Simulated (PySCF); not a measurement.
Cr: excitation energy

Cr [Ar] 3d5 4s1 (7S) → Cr [Ar] 3d4 4s1 5s1 (7D), as a difference of total energies. Computed with PySCF 2.14 in x2c-TZVPPall with one added diffuse shell each of s, p, d, f type (7s6p5d3f1g, 80 functions), with the spin-free X2C one-electron Hamiltonian (Gaussian nucleus). Correlated levels: valence: [Ar] frozen. The calculations carry no spin-orbit coupling.

```
           method  excitation energy (eV)
              UHF                   4.443
    MP2 (valence)                   5.468
SCS-MP2 (valence)                   4.785
   CCSD (valence)                   5.422
CCSD(T) (valence)                   5.478
```

Question: How much does correlation contribute at CCSD(T) (valence)?

Answer: 5.478 − (4.443) = 1.035 eV, measured against UHF.

The promoted electron is Rydberg-like, and one or two diffuse shells describe it only roughly, which tends to raise the upper state.
